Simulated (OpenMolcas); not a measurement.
**Xe2+: effect of the level shift or regulariser**

| Quantity | Value |
| --- | --- |
| Program | OpenMolcas |
| Basis | ANO-R3 [8s7p5d4f3g2h] |
| Scalar Hamiltonian | X2C, finite nucleus |
| Active space | 4 electrons in 3 orbitals (5p) |
| State averaging | 2S+1 = 3 even, 3 roots; 2S+1 = 1 even, 6 roots |
| Spin-orbit coupling | state interaction with AMFI integrals over the reference wave functions, term energies averaged over their components |

Methods on the same reference wave functions:
A. CASSCF
B. SS-CASPT2, IPEA 0.25 Eh, imaginary shift 0.1 Eh (closed shells correlated: 4d 5s)
C. SS-CASPT2, IPEA 0.25 Eh, imaginary shift 0.3 Eh (closed shells correlated: 4d 5s)

Energies in cm-1 above 5s2 5p4 3P2, the measured ground level; measured values from Saloman, J. Phys. Chem. Ref. Data 33, 765 (2004).

| Level | A | B | C | Measured |
| --- | --- | --- | --- | --- |
| 5s2 5p4 3P2 | 0.0 | 0.0 | 0.0 | 0.0 |
| 5s2 5p4 3P0 | 8416 | 7880 | 7880 | 8130 |
| 5s2 5p4 3P1 | 8615 | 8870 | 8870 | 9794 |
| 5s2 5p4 1D2 | 18775 | 16460 | 16460 | 17099 |
| 5s2 5p4 1S0 | 39356 | 34880 | 34890 | 36103 |

Deviations, from unrounded energies. A percentage is the sum of absolute deviations over the sum of measured energies, with the sign that they share, or ± where signs differ.

```json
{"Against measurement": "mean absolute deviation (cm-1)", "Levels": "4", "A": "1600", "B": "760", "C": "760"}
{"Against measurement": "fine structure of the ground term (%)", "Levels": "2", "A": "±8.2", "B": "-6.5", "C": "-6.5"}
{"Against measurement": "other terms of the ground configuration (%)", "Levels": "2", "A": "+9.3", "B": "-3.5", "C": "-3.5"}
```

B, C lie about equally close to measurement and A furthest from it. The largest miss of C in the table is 5s2 5p4 1S0, by -1200 cm-1. The ranking rests on the paired levels alone, and a cruder setting can come out closer through cancelling errors.

Between B and C no level of the table moves by more than 5 cm-1.

The two smallest mean deviations differ by little beside CASPT2's spread within terms, so their order carries little weight.

From A to B the spin-free energies of the other terms of 5s2 5p4 shown, above 3P, scale by factors of 0.77 to 0.82.

The lowest spin-free term lies below A's lowest term by 0.688 hartree in B, 0.688 hartree in C.

CASPT2 breaks the degeneracy within a term, and the mean is taken; among the terms shown or strongly mixed into the levels shown the widest spread is 180 cm-1 (5s2 5p4 1D, B). With the s shell closed, the reference lacks s² → p² mixing. Computed and measured levels are paired by configuration, term and J; levels that our copy of the source lacks, or whose pairing is in doubt (as where it misses far off the trend of its configuration), stay unpaired and out of the deviations. Only configurations of the active space appear.
